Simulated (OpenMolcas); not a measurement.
Ni3+: moving or changing the point charges

Ni3+ among 5 point charges of -2 e arranged as a trigonal bipyramid (D3h), 1.69 Å from the ion, with the axial distance 2.028 Å.

| Quantity | Value |
| --- | --- |
| Program | OpenMolcas 26.06 |
| Method | SS-CASPT2, IPEA 0.25 Eh, imaginary shift 0.1 Eh (closed shells correlated: 3s 3p) |
| Basis | ANO-RCC-VTZP [6s5p3d2f1g] |
| Scalar Hamiltonian | DKH2, point nucleus |
| Active space | 7 electrons in 5 orbitals (3d) |
| State averaging | 2S+1 = 4 even, 10 roots; 2S+1 = 2 even, 40 roots |
| Spin-orbit coupling | state interaction with AMFI integrals over the reference wave functions |

Runs around this geometry, states (labels of D3, the rotations of D3h). Energies in cm-1 above the lowest state or level, χT in cm3 K/mol.

| R (Å) | q (e) | Axial / equatorial distance | Ground state | First state of that spin | First gap with spin-orbit (degeneracies) | χT at 300 K | First state of another spin |
| --- | --- | --- | --- | --- | --- | --- | --- |
| 1.69 | -1.6 | 1.2 | 4A2 | 4E 1130 | 240 (2, 2) | 4.401 | 2E 20340 |
| 1.6 | -2 | 1.2 | 4A2 | 4E 2030 | 230 (2, 2) | 3.752 | 2E 20760 |
| 1.69 | -2 | 1.2 | 4A2 | 4E 1500 | 240 (2, 2) | 4.105 | 2E 20530 |
| 1.89 | -2 | 1.2 | 4A2 | 4E 740 | 230 (2, 2) | 4.719 | 2E 20060 |
| 1.69 | -2 | 1.3 | 4A2 | 4E 1460 | 240 (2, 2) | 4.117 | 2E 20360 |

Taking the first state of the same spin as R^-n, n = -ln(740 / 2030) / ln(1.89 / 1.6) = 6.1 between the shortest and longest distance.

Scaling the charges by -1.6 / -2 = 0.80 scales the first state of the same spin by 1130 / 1500 = 0.75; with fixed orbitals a first-order splitting would follow the charge.

Roots that are degenerate in the reference are averaged as groups; the widest CASPT2 spread within a group is 84 cm-1 (the 2-fold group of multiplicity 4 near 6410 cm-1 above the lowest state of its run, R = 1.6, q = -2, ratio = 1.2). Shifts and gaps below about the spread of the groups concerned are not significant. Point charges give a weaker field than real ligands, and real ions of this kind are often low spin; the high spin found here belongs to the model. Free-ion shares, where given, are those of the reference states; single-state CASPT2 does not remix them. The ground term spreads over less than 5000 cm-1, several times less than with real ligands, so orbital moments are less quenched and χT lies further from the spin-only value than at real sites (holds for R = 1.69, q = -1.6, ratio = 1.2; R = 1.89, q = -2, ratio = 1.2). Spin-orbit coupling mixes the spin-free states strongly: the lowest level takes only 68 % from its leading state, 4A2 (holds for R = 1.89, q = -2, ratio = 1.2). This is an electrostatic model: the charges have no orbitals. No measured value stands beside these numbers.
